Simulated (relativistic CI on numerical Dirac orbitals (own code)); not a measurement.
# Bi+: calculation against measurement

Method of calculation: Dirac-Coulomb-Breit CI, KLI orbitals optimised for each configuration, QED by a radiative potential, valence Slater integrals scaled by 0.85, P86 correlation estimate, and configurations built on the next ion tied to the tabulated ionisation energy (semi-empirical) (own radial code, finite nucleus).

Configuration list (outside the closed core [Xe] 4f14 5d10): 6s²6p², 6s²6p7s, 6s6p³, 6s²6p6d, 6s²6p7p, 6s²6p5f, 6s²6p7d, 6s²6p8s, 6s²6p6f, 6s²6p7f, 6s²6d², 6p⁴, 6s²6p8p, 6s6p²6d, 6s²5f², 6s²6p8d, 6s²6p5g, 6s²6p8f. Levels of other configurations are missing.

```
Configuration  Term (tabulated)  J  Measured (cm⁻¹)  Computed  Error  Purity (%)
       6s²6p²         (1/2,1/2)  0              0.0         0      0          81
       6s²6p²         (3/2,1/2)  1          13325.4     13178   -148          99
       6s²6p²         (3/2,1/2)  2          17031.7     17245    213          53
       6s²6p²         (3/2,3/2)  2          33938.7     33934     -5          52
       6s²6p²         (3/2,3/2)  0          44173.8     43431   -742          79
      6s²6p7s        (1/2,1/2)°  0          69133.9     69203     69         100
      6s²6p7s        (1/2,1/2)°  1          69598.5     69654     56          69
      6s²6p7s        (3/2,1/2)°  2          88771.4     89608    837          99
      6s²6p7s        (3/2,1/2)°  1          89885.7     90810    924          60
      6s²6p7p         (3/2,3/2)  3         108280.7    108075   -205          93
```

Measured levels from NIST Handbook of Basic Atomic Spectroscopic Data (Sansonetti and Martin, J. Phys. Chem. Ref. Data 34, 1559 (2005)); pairs were made by configuration, J and term (by order where the table uses no LS term), so strongly mixed levels may be paired wrongly.

Mean error by configuration (cm⁻¹): 6s²6p² -171; 6s²6p7s 471; 6s²6p7p -205. Over the excited levels the mean absolute error is 355 cm⁻¹ (9 of the 25 excited levels that our extract of the source holds in range could be paired, and the others can miss by more), and the median relative error of those above 1,000 cm⁻¹ is 0.94 %.

Transition probabilities of persistent lines. The last column rescales the computed rate by the cube of measured over computed energy:

```tsv
λ measured (Å)	Lower	Upper	A tabulated (s⁻¹)	A computed	A rescaled
1436.81 vacuum	6s²6p² (1/2,1/2)0	6s²6p7s (1/2,1/2)°1	3.47e+08	2.83e+08	2.82e+08
1777.05 vacuum	6s²6p² (3/2,1/2)1	6s²6p7s (1/2,1/2)°1	9.70e+07	1.59e+08	1.57e+08
1791.84 vacuum	6s²6p² (3/2,1/2)1	6s²6p7s (1/2,1/2)°0	6.41e+08	8.38e+08	8.28e+08
1902.34 vacuum	6s²6p² (3/2,1/2)2	6s²6p7s (1/2,1/2)°1	3.55e+08	5.43e+08	5.48e+08
```
